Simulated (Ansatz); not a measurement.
Reaction (isomerisation): `C=NC[SiH3]` → `C=C[SiH2]N`

Program: Ansatz. Geometries: PBE0-D4/def2-TZVP. ΔE: electronic, gas phase. CCSD(T)/CBS is the MP2 limit (def2-TZVPP, def2-QZVPP) plus CCSD(T) − MP2 in def2-TZVPP, frozen cores. Functionals use def2-TZVPP. B3LYP here is the variant with VWN-RPA as its local correlation; programs differ in this. HSE06 is defined as in plane-wave codes. One conformer a species, not always the lowest.

| level | ΔE (kJ/mol) | difference from CCSD(T)/CBS |
| --- | --- | --- |
| LDA (SPW92) | -115.0 | 15.5 |
| PBE-D4 | -111.4 | 19.1 |
| revPBE-D4 | -107.4 | 23.1 |
| BLYP-D4 | -113.7 | 16.8 |
| r2SCAN-D4 | -123.5 | 7.0 |
| B97M-V | -124.0 | 6.5 |
| PBE0-D4 | -120.2 | 10.3 |
| r2SCANh-D4 | -125.9 | 4.6 |
| r2SCAN0-D4 | -129.0 | 1.5 |
| BHLYP-D4 | -130.4 | 0.1 |
| CAM-B3LYP-D4 | -124.7 | 5.8 |
| ωB97X-V | -119.5 | 11.0 |
| ωB97M-V | -127.3 | 3.2 |
| B2PLYP | -124.2 | 6.3 |
| PBE-QIDH | -127.1 | 3.4 |
| PBE | -110.9 | 19.6 |
| revPBE | -108.5 | 22.0 |
| BLYP | -112.9 | 17.6 |
| r2SCAN | -123.4 | 7.1 |
| PBE0 | -119.7 | 10.8 |
| B3LYP | -120.7 | 9.8 |
| r2SCANh | -125.8 | 4.7 |
| HSE06 | -119.6 | 10.9 |
| BHLYP | -129.2 | 1.3 |
| CAM-B3LYP | -124.1 | 6.4 |
| LC-ωPBE | -123.6 | 6.9 |
| HF/def2-SVP | -111.9 | 18.6 |
| MP2/def2-SVP | -99.2 | 31.3 |
| CCSD/def2-SVP | -95.2 | 35.3 |
| CCSD(T)/def2-SVP | -91.6 | 38.9 |
| HF/def2-TZVPP | -130.6 | -0.1 |
| SCS-MP2/def2-TZVPP | -124.3 | 6.2 |
| CCSD/def2-TZVPP | -125.3 | 5.2 |
| CCSD(T)/def2-TZVPP | -122.9 | 7.6 |
| HF/def2-QZVPP | -131.4 | -0.9 |
| MP2/def2-QZVPP | -134.0 | -3.5 |
| SCS-MP2/def2-QZVPP | -129.0 | 1.5 |
| HF/CBS(def2) | -131.6 | -1.1 |
| MP2/CBS(def2) | -136.9 | -6.4 |
| CCSD/CBS(def2) | -132.8 | -2.3 |
| CCSD(T)/CBS | -130.5 | 0 |

Largest T1 diagnostic among the species: 0.012.

From BLYP to BHLYP (50 % exact exchange), in def2-TZVPP and without D4, ΔE moves by −16.4 kJ/mol. Leaving LDA and LC-ωPBE aside and taking each functional with its dispersion term where it has one, the values spread over 23.0 kJ/mol, from BHLYP-D4 to revPBE-D4. LDA lies −4.1 kJ/mol from PBE without D4.
